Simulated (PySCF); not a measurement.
**Radial density of Sb⁺ (antimony, charge +1)**

r2SCAN, [Kr] 4d10 5s1 5p3, 5s spin antiparallel (an excited configuration). Calculation: PySCF 2.14, in aug-cc-pwCVTZ-DK3 with one added diffuse shell each of s, p, d, f type (11s10p8d5f1g, 125 functions); scalar relativity by spin-free X2C-1e.

```tsv
r (bohr)	4πr²ρ (e/bohr)	4πr²(ρα − ρβ)
0.0297	60.05	0.0196
0.0499	61.49	0.0415
0.0840	84.46	0.0063
0.141	63.08	0.0034
0.238	69.18	0.0501
0.400	37.64	-0.0006
0.672	24.27	0.1435
1.13	13.93	-0.0868
1.90	3.209	0.6620
3.20	1.047	0.7275
5.38	0.05048	0.0464
9.05	3.882e-05	0.0000
```

Densities and radii are taken from the X2C orbitals without a picture-change correction, which distorts them close to the nucleus.

With the s spin flipped the determinant is a mixture of two multiplicities, not a spectroscopic state.
